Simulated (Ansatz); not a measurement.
Start from `[SiH3]CC1C[SiH2]1` and change one atom or group to get `[SnH3][CH]1C[SiH2]1`.

Ansatz, PBE0-D4/def2-TZVP geometries, multiplicity 1. Each molecule was computed in one conformer, which needn't be the lowest.

Elements past krypton have def2 core potentials.

```tsv
property	`[SiH3]CC1C[SiH2]1`
LUMO energy (B3LYP/def2-TZVPP) / eV	-0.07
LUMO energy (ωB97M-V/def2-TZVPP) / eV	1.78
HOMO energy (PBE/def2-TZVPP) / eV	-5.58
LUMO energy (PBE/def2-TZVPP) / eV	-0.66
HOMO–LUMO gap (PBE0/def2-TZVPP) / eV	6.78
HOMO energy (ωB97M-V/def2-TZVPP) / eV	-8.74
```

**Question.** What does the change do to each property? (An estimate is asked.)

**Answer.** Ansatz gave: 
| property | `[SnH3][CH]1C[SiH2]1` | shift |
| --- | --- | --- |
| LUMO energy (B3LYP/def2-TZVPP) / eV | -0.30 | -0.23 |
| LUMO energy (ωB97M-V/def2-TZVPP) / eV | 1.43 | -0.35 |
| HOMO energy (PBE/def2-TZVPP) / eV | -5.82 | -0.24 |
| LUMO energy (PBE/def2-TZVPP) / eV | -0.87 | -0.21 |
| HOMO–LUMO gap (PBE0/def2-TZVPP) / eV | 6.79 | 0.01 |
| HOMO energy (ωB97M-V/def2-TZVPP) / eV | -8.96 | -0.22 |

B3LYP here is the variant with VWN-RPA as its local correlation; programs differ in this.
